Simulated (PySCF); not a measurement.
Ge(F)2(Br)(OH) (BrF2GeHO), SMILES [OH][Ge]([F])([F])[Br].

The structure is a stationary point at PBE0-D3(BJ)/def2-SVP. The structure was generated by enumeration, and PubChem lists no compound with its InChIKey, so it may never have been made. The values are those of a single conformer.

Two levels are set side by side: TDDFT-PBE/def2-SVPD (PySCF) and TDDFT-B3LYP/def2-SVPD (PySCF). Vertical, same geometry. The lowest singlet is HOMO→LUMO 99 % with PBE and HOMO→LUMO 99 % with the other functional; states are paired by order. Differences are taken from unrounded values.

```
quantity                               TDDFT-B3LYP  TDDFT-PBE  TDDFT-PBE minus TDDFT-B3LYP
-------------------------------------  -----------  ---------  ---------------------------
lowest singlet excitation (eV)                5.93       5.52                        -0.41
lowest triplet excitation (TDA) (eV)          5.46       5.12                        -0.34
first bright state (f over 0.05) (eV)         7.79       6.96                        -0.83
its oscillator strength                       0.08       0.06                        -0.02
```

A lower first singlet is the usual sign of a functional without exact exchange. Differences between two approximate levels are no errors against the true value.

Rough cost on one machine, each run with all the roots and properties that it gave: TDDFT-B3LYP against TDDFT-PBE about 5 times.
